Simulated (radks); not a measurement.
The numbers below are computed, except where a source is named.
Initial-state core-level shifts of neutral zinc when its valence configuration changes from [Ar] 3d10 4s2. Code: a radial shooting solver on a logarithmic mesh with Libxc functionals. Model: scalar-relativistic Kohn-Sham, LDA (Slater exchange, Perdew-Wang correlation), spin-polarised, spherical densities, finite nucleus; open shells are filled with parallel spins first; Fermi nuclear charge, rms radius 3.9283 fm. Shifts are changes of the shell-averaged eigenvalues in eV (positive: less bound); the change of the density at the nucleus, which sets a Mossbauer isomer shift, is in e/bohr^3, on a base of 2.521e+04.

3d9.5 4s2 4p0.5: 2s -4.761; 2p -4.726; 3s -4.372; 3p -4.295; density at nucleus +3.678
3d10 4s1 4p1: 2s -1.816; 2p -1.822; 3s -1.936; 3p -1.941; density at nucleus -8.706
3d10 4p2: 2s -3.572; 2p -3.583; 3s -3.794; 3p -3.802; density at nucleus -18.882
3d9.5 4s1.5 4p1: 2s -5.609; 2p -5.576; 3s -5.264; 3p -5.187; density at nucleus -1.119
3d10 4s1.5 4p0.5: 2s -1.033; 2p -1.036; 3s -1.090; 3p -1.092; density at nucleus -4.101
3d8 4s2 4p2: 2s -20.588; 2p -20.419; 3s -18.066; 3p -17.693; density at nucleus +16.360
3d9 4s2 4p1: 2s -9.760; 2p -9.685; 3s -8.825; 3p -8.659; density at nucleus +7.645
3d10 4s0.5 4p1.5: 2s -2.720; 2p -2.729; 3s -2.892; 3p -2.898; density at nucleus -13.641
3d8.5 4s1.5 4p2: 2s -15.683; 2p -15.562; 3s -14.066; 3p -13.796; density at nucleus +5.720
